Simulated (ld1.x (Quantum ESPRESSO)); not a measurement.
## O (Z = 8): one change to a PAW potential, before and after

```json
{
  "Element": "oxygen (O)",
  "Generator": "ld1.x (Quantum ESPRESSO) 7.5",
  "Type": "PAW",
  "Functional": "PBE",
  "Relativity": "scalar-relativistic",
  "Frozen core": "[He]",
  "Valence charge": "6",
  "Reference configuration": "2s2 2p4",
  "Partial waves": "2s (bound): rcut 0.55, rcutus 0.70 bohr; 2s channel at -1 Ry: rcut 0.55, rcutus 0.70 bohr; 2p (bound): rcut 1.25, rcutus 1.65 bohr; 2p channel at 0.05 Ry: rcut 1.25, rcutus 1.65 bohr",
  "Local potential": "all-electron potential smoothed inside 1.05 bohr (lloc = -1)",
  "Core correction": "Bessel-smoothed model core inside 0.70 bohr",
  "Augmentation charge": "PSQ, inside the norm-conserving radii"
}
```

Change: augmentation BESSEL, radius 0.40 bohr.

Cutoffs: the cutoffs (Ry, on a coarse ladder) from which the occupation-weighted sum of valence levels, in a spherical-Bessel basis at the reference potential, stays within 10 and 1 mRy of its value at 400 Ry; they do not see the model core or the augmentation charge, which bear on the density cutoff. Errors are all-electron minus pseudo energies relative to the spin-unpolarised reference configuration.

Problem. What does the change do?

Solution. The potential gets neither clearly harder nor softer (70 Ry and 90 Ry → 70 Ry and 90 Ry); both files keep a bound ghost (s); the number of tests with a reliable result goes from 7 to 5 (the test run of the changed file stopped, so its transferability is not established); of the 5 tests that both files solve, the error grows in 5 and shrinks in 0 by more than 15 % and 0.3 meV (median size 2.3 → 20.0 meV).

```csv
quantity,base,changed
"cutoff, loose",70 Ry,70 Ry
"cutoff, tight",90 Ry,90 Ry
bound ghosts,s,s
tests with a reliable result,7 of 7,5 of 7 (the test run stopped)
"error for 2s2 2p3, meV [ΔE 16.43 eV]",-1.9,-20
"error for 2s2 2p2, meV [ΔE 50.02 eV]",-11,-120
"error for 2s2 2p1, meV [ΔE 103.89 eV]",-32,-377
"error for 2s0 2p6, meV [ΔE 29.94 eV]",-2.3,+9.6
"error for 2s2 2p3.5, meV [ΔE 6.29 eV]",-0.5,-3.9
s: phases at 1.80 bohr within 0.05 rad from the reference energy up to (Ry; the scan ends near 5),to the end of the scan,to the end of the scan
p: phases at 1.80 bohr within 0.05 rad from the reference energy up to (Ry; the scan ends near 5),to the end of the scan,to the end of the scan
lowest overlap eigenvalue by channel,"s 0.66, p 1.00","s 0.66, p 1.00"
```

 A true bound ghost makes a file unfit for plane-wave use even where its test errors are small: the radial tests pick states by their node count and pass the ghost by.
